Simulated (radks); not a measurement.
Task: The mean radii <r> (bohr) of the occupied orbitals of an atom or ion are listed with their occupations. All-electron calculation, non-relativistic Kohn-Sham, PBE, spin-polarised, spherical densities, point nucleus. Program: a radial shooting solver on a logarithmic mesh with Libxc functionals.

orbital  occ.      <r>
1s          2  0.02713
2s          2   0.1164
2p          6  0.09900
3s          2   0.3063
3p          6   0.2964
3d         10   0.2671
4s          2   0.7036
4p          6   0.7281
4d         10   0.7956
5s          2    1.700
5p          6    1.914

Name the element and its charge. Open shells, if any, are filled with parallel spins first.

Result: Z = 56, barium, charge +2: Ba2+ in [Xe]. The 1s radius gives Z: for a bare nucleus <r> = 1.5/Z, 0.02679 bohr for Z = 56, and screening makes it slightly larger (0.02713 here). The occupations add up to 54, and the charge is Z minus that.
